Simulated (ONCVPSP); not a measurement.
dysprosium: excitation energies, all-electron against ONCV

Dy, optimised norm-conserving Vanderbilt (ONCV), made with ONCVPSP 4.0.1 (PBE, fully relativistic). Core [Kr] 4d10 4f9, reference 5s2 5p6 5d1 6s1.75 6p0.25. Waves: 5s+6s: rc 1.92 bohr, ncon 4, nbas 8, qcut 6 1/bohr, 2 projectors; 5p+6p: rc 2.55 bohr, ncon 4, nbas 9, qcut 6.6 1/bohr, 2 projectors; 5d: rc 3.65 bohr, ncon 4, nbas 9, qcut 4.8 1/bohr, 2 projectors, debl 3.9 Ha. Local part: polynomial inside 1.80 bohr (lpopt 5, dvloc0 4 Ha). Core correction: polynomial model core, fcfact 0.3.

Open shells are filled in proportion to 2j + 1.

Energies are relative to the spin-unpolarised reference configuration 5s2 5p6 5d1 6s1.75 6p0.25; without spin polarisation the order of configurations can differ from experiment.

```
valence configuration  charge  ΔE all-electron (eV)  error AE − PS (meV)
  5s2 5p6 5d1 6s2 6p0       0                -0.735                 -0.4
  5s2 5p6 5d1 6s1 6p0      +1                 6.108                  -12
  5s2 5p6 5d1 6s0 6p0      +2                18.538                  -87
  5s1 5p6 5d1 6s2 6p0      +1                57.748                 -607
```

Note: no bound ghost flagged; GHOST(+) flagged for d5/2 at 107.7 eV, d3/2 at 108.1 eV.
